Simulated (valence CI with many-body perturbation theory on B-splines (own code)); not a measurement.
Ar11+: key properties

Method: configuration interaction combined with many-body perturbation theory (CI+MBPT): five valence electrons over a frozen Dirac-Fock core [He], radial functions for each j: 11 s, 11 p, 10 d, 8 f, 5 g, 2 h, with the one-electron correlation potential Σ1, the two-electron term Σ2, the three-electron term Σ3, Breit, model QED; selected CI, second order for the rest, scaled by the run's own slope (own B-spline code, finite nucleus).

No measured levels were compared; by estimate levels of excited configurations hold to 0.05 to 0.15 % of their energy, terms of the ground configuration to about 0.5 %. Among the levels kept, up to 4900 cm⁻¹ of a level comes from second order outside the variational space, and about a tenth of that is noise between levels of different J, which matters for small intervals.

Rates and lifetimes use the calculated energies. Strong lines usually hold to 10 to 20 %, long lifetimes can be off by a factor of two.

Task: What is the ground level?

Result: 2s²2p³ ⁴S°_3/2, composition 99 % 2s²2p³ ⁴S°, g = 1.994.

Task: Name the longest-lived excited levels whose lifetime is computed, and their main decay.

Result: 2s²2p³ ²D°_5/2 at 12.20 eV lives 347 ms, mostly by M1 to 2s²2p³ ⁴S°_3/2; 2s²2p³ ²D°_3/2 at 11.79 eV lives 10.0 ms, mostly by M1 to 2s²2p³ ⁴S°_3/2; 2s²2p³ ²P°_1/2 at 18.55 eV lives 1.40 ms, mostly by M1 to 2s²2p³ ⁴S°_3/2.

Task: How well does LS coupling describe the low levels?

Result: Among the lowest 20 levels the leading LS term, summed over configurations, holds 98 % on average. For single configurations the figures are 96 % in LS and 71 % in jj coupling. Terms mix most in the J = 3/2 level at 19.15 eV, where the leading one holds 92 %.

Task: Among levels below 464.20 eV, which E1 lines absorb most strongly from the ground level?

Result: to 2s²2p²3d ⁴P_5/2 at 3.139 nm, f = 0.707; to 2s²2p²3d ⁴P_3/2 at 3.135 nm, f = 0.519; to 2s²2p²3d ⁴P_1/2 at 3.133 nm, f = 0.272.

Task: What is the ionisation energy?

Result: 618.63 eV; NIST lists 619 ± 0.4 eV (semi-empirical).
